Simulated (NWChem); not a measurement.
Species: C3H6O; SMILES OC1CC1

```xyz
10

O     -0.0764    -1.4469    -0.2258
C     -0.0050    -0.2461     0.4608
C     -0.7560     0.8964    -0.1266
C      0.7505     0.9063    -0.1345
H      0.7643    -1.9023    -0.1096
H     -0.0048    -0.3306     1.5576
H     -1.2903     1.5769     0.5412
H     -1.2563     0.6947    -1.0773
H      1.2411     0.7242    -1.0948
H      1.2818     1.5925     0.5310
```
Atoms are numbered in this order, from 1.

Results from NWChem. The geometry was optimised at PBE0/def2-SVP. Level: M05-2X/def2-SVP with SMD (1 M gas to 1 M solution), gas-phase geometry.

Q: Estimate the computed values for solvent n-hexane. Quantities: solvation free energy (kcal/mol); cavity-dispersion-structure term (kcal/mol); dipole in solution (D).

A: 
```yaml
solvation free energy (kcal/mol): -4.2
cavity-dispersion-structure term (kcal/mol): -2.5
dipole in solution (D): 1.68
```
